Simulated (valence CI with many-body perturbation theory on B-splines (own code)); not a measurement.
Level structure of Ca6+

Level of theory: valence CI with perturbative core correlation (CI+MBPT): four valence electrons over a frozen Dirac-Fock core [Ne], radial functions for each j: 9 s, 9 p, 8 d, 6 f, 3 g, 1 h, with the one-electron correlation potential Σ1, the two-electron term Σ2, the three-electron term Σ3, Breit, model QED; selected CI, second order for the rest (own B-spline code, finite nucleus).

Set against measurement, 17 paired levels are off by 141 cm⁻¹ on average, the worst by 402. These come from a selection out of Sugar and Corliss, J. Phys. Chem. Ref. Data 8, 865 (1979). Levels without a partner in it may be off by more.

Levels 1 to 36 of 36, with energies above the lowest level, 3s2 3p2 3P_0. "Leading %" is the weight of the configuration and term that name the level; weights of strongly mixed levels are sums over their largest components and can fall short. Lifetimes count E1, E2, E3, M1 and M2 decay at the calculated energies, and are blank where another channel may lead or the interval is too uncertain; long ones can be off by a factor of two.

| No. | Configuration | Term | J | E (eV) | Leading % | g | Lifetime | Second component |
| --- | --- | --- | --- | --- | --- | --- | --- | --- |
| 1 | 3s2 3p2 | 3P | 0 | 0.000 | 95 |  |  |  |
| 2 | 3s2 3p2 | 3P | 1 | 0.202 | 96 | 1.501 | 12.9 s |  |
| 3 | 3s2 3p2 | 3P | 2 | 0.506 | 95 | 1.495 | 5.05 s |  |
| 4 | 3s2 3p2 | 1D | 2 | 2.728 | 95 | 1.005 | 259 ms |  |
| 5 | 3s2 3p2 | 1S | 0 | 6.105 | 94 |  | 25.7 ms |  |
| 6 | 3s 3p3 | 5S° | 2 | 14.176 | 99 | 2.001 | 1.65 μs |  |
| 7 | 3s 3p3 | 3D° | 1 | 19.851 | 86 | 0.503 | 1.96 ns | 11 % 3s2 3p 3d 3D° |
| 8 | 3s 3p3 | 3D° | 2 | 19.859 | 86 | 1.169 | 2.01 ns | 11 % 3s2 3p 3d 3D° |
| 9 | 3s 3p3 | 3D° | 3 | 19.898 | 86 | 1.334 | 2.10 ns | 11 % 3s2 3p 3d 3D° |
| 10 | 3s 3p3 | 3P° | 0 | 22.991 | 87 |  | 660 ps | 11 % 3s2 3p 3d 3P° |
| 11 | 3s 3p3 | 3P° | 1 | 22.996 | 86 | 1.497 | 669 ps | 11 % 3s2 3p 3d 3P° |
| 12 | 3s 3p3 | 3P° | 2 | 22.998 | 85 | 1.495 | 698 ps | 11 % 3s2 3p 3d 3P° |
| 13 | 3s 3p3 | 1D° | 2 | 25.242 | 52 | 1.004 | 525 ps | 43 % 3s2 3p 3d 1D° |
| 14 | 3s 3p3 | 3S° | 1 | 30.451 | 86 | 1.914 | 34.1 ps | 7 % 3s 3p3 1P° |
| 15 | 3s2 3p 3d | 3F° | 2 | 30.744 | 96 | 0.666 | 29.4 ns |  |
| 16 | 3s2 3p 3d | 3F° | 3 | 30.923 | 96 | 1.083 | 42.3 ns |  |
| 17 | 3s2 3p 3d | 3F° | 4 | 31.174 | 96 | 1.250 |  |  |
| 18 | 3s 3p3 | 1P° | 1 | 31.355 | 76 | 1.086 | 58.9 ps | 12 % 3s2 3p 3d 1P° |
| 19 | 3s2 3p 3d | 3P° | 2 | 35.505 | 64 | 1.385 | 39.2 ps | 11 % 3s2 3p 3d 1D° |
| 20 | 3s2 3p 3d | 3P° | 1 | 35.738 | 82 | 1.470 | 40.9 ps | 10 % 3s 3p3 3P° |
| 21 | 3s2 3p 3d | 3P° | 0 | 35.835 | 85 |  | 41.3 ps | 10 % 3s 3p3 3P° |
| 22 | 3s2 3p 3d | 1D° | 2 | 35.923 | 42 | 1.104 | 33.7 ps | 33 % 3s 3p3 1D° |
| 23 | 3s2 3p 3d | 3D° | 1 | 36.610 | 81 | 0.530 | 26.4 ps | 11 % 3s 3p3 3D° |
| 24 | 3s2 3p 3d | 3D° | 2 | 36.688 | 82 | 1.177 | 26.6 ps | 11 % 3s 3p3 3D° |
| 25 | 3s2 3p 3d | 3D° | 3 | 36.733 | 84 | 1.333 | 26.7 ps | 11 % 3s 3p3 3D° |
| 26 | 3s2 3p 3d | 1F° | 3 | 40.330 | 95 | 1.000 | 24.2 ps |  |
| 27 | 3s2 3p 3d | 1P° | 1 | 41.414 | 83 | 0.999 | 31.6 ps | 11 % 3s 3p3 1P° |
| 28 | 3p4 | 3P | 2 | 42.892 | 54 | 1.487 | 316 ps | 40 % 3s 3p2 3d 3P |
| 29 | 3p4 | 3P | 1 | 43.198 | 55 | 1.501 | 312 ps | 41 % 3s 3p2 3d 3P |
| 30 | 3p4 | 3P | 0 | 43.315 | 55 |  | 311 ps | 41 % 3s 3p2 3d 3P |
| 31 | 3p4 | 1D | 2 | 44.172 | 61 | 1.013 | 527 ps | 32 % 3s 3p2 3d 1D |
| 32 | 3s 3p2 3d | 5F | 1 | 44.961 | 99 | 0.001 | 237 ns |  |
| 33 | 3s 3p2 3d | 5F | 2 | 45.021 | 99 | 1.002 | 299 ns |  |
| 34 | 3s 3p2 3d | 5F | 3 | 45.113 | 98 | 1.252 | 452 ns |  |
| 35 | 3s 3p2 3d | 5F | 4 | 45.239 | 98 | 1.351 | 1.04 μs |  |
| 36 | 3s 3p2 3d | 5F | 5 | 45.401 | 99 | 1.400 | 1.96 μs |  |

Names give the largest LS component (configuration and term), which can be under half, so a name can repeat, a term be missing and a line seem to break the LS rules; names also repeat where a configuration has a term twice.

The ionisation energy to 3s2 3p 2P°_1/2 of the next ion comes out as 127.31 eV (NIST: 127.21 ± 0.25 eV (semi-empirical)). All 36 levels together are meant to be complete up to 45.937 eV.
